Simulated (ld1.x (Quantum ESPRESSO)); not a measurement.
## chlorine (Cl), PAW: configuration errors across variants

chlorine (Cl), PAW, made with ld1.x (Quantum ESPRESSO) 7.5 (PBE, non-relativistic). Core [He], reference 2s2 2p6 3s2 3p5. Waves: 2s (bound): rcut 0.75, rcutus 0.90 bohr; 3s (bound): rcut 0.75, rcutus 0.90 bohr; 2p (bound): rcut 0.60, rcutus 0.70 bohr; 3p (bound): rcut 0.60, rcutus 0.70 bohr. Local part: all-electron potential smoothed inside 0.70 bohr (lloc = -1). Core correction: Bessel-smoothed model core, default radius (core density twice the valence density). Augmentation charge: PSQ, inside the norm-conserving radii.

All-electron excitation energies from the reference (eV): (1) 2s2 2p6 3s2 3p4 13.890; (2) 2s2 2p6 3s2 3p3 39.349; (3) 2s2 2p6 3s2 3p2 77.663; (4) 2s2 2p5 3s2 3p5 210.121; (5) 2s2 2p6 3s2 3p5.3 -2.142; (6) 2s2 2p6 3s1 3p5 26.408; (7) 2s2 2p6 3s2 3p1 129.903.

The default core radius of the base comes out at 0.12 bohr.

The overlap operator is not positive definite (basis up to 400 Ry) in “base”, “core correction Bessel-smoothed model core inside 0.38 bohr”, “augmentation PSQ, radius 0.45 bohr”. Such files are unfit for use, however small their errors in these radial tests.

5 further variants failed, have other tests or another functional or relativity, and are left out.

Errors AE − PS in meV (a dash: test not solved or not reliable):

| change | (1) | (2) | (3) | (4) | (5) | (6) | (7) | bound ghosts |
| --- | --- | --- | --- | --- | --- | --- | --- | --- |
| base | +0.1 | +0.4 | +1.5 | +205 | 0.0 | +0.2 | +4.4 | not determined (overlap not positive) |
| core correction Bessel-smoothed model core inside 0.38 bohr | +0.1 | +0.4 | +1.4 | +199 | 0.0 | +0.2 | +4.0 | not determined (overlap not positive) |
| augmentation PSQ, radius 0.45 bohr | +0.1 | +0.2 | +0.7 | +193 | 0.0 | +0.1 | +1.6 | not determined (overlap not positive) |

Give the same row for: waves 2p (bound): rcut 0.60, rcutus 0.76 bohr; 3p (bound): rcut 0.60, rcutus 0.76 bohr.

+0.1, +0.5, +1.9, +207, 0.0, +0.6, +5.8; bound ghosts: not determined (overlap not positive). Its overlap operator is not positive definite in a basis up to 400 Ry (lowest eigenvalue s -0.25), so the file is unfit for use: the generalised eigenproblem breaks down once the basis is large enough, and its test numbers describe a broken file.
